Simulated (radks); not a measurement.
The numbers below are computed, except where a source is named.
Q: Ionisation of Mg+, [Ne] 3s1, to Mg2+, [Ne], under several functionals. Dirac Kohn-Sham, spin-unpolarised, spherical densities, point nucleus; a radial shooting solver on a logarithmic mesh with Libxc functionals. Known Delta-SCF values: OLYP 15.102 eV; SOGGA 14.744 eV. What does XLYP give, and what is its highest occupied eigenvalue?

A: 15.330 eV by Delta-SCF; the 3s1/2 eigenvalue is -11.440 eV. NIST: 15.035 eV (measured).

Beside tabulated values, note that spin-unpolarised runs miss the spin-polarisation part of the exchange energy of open shells.
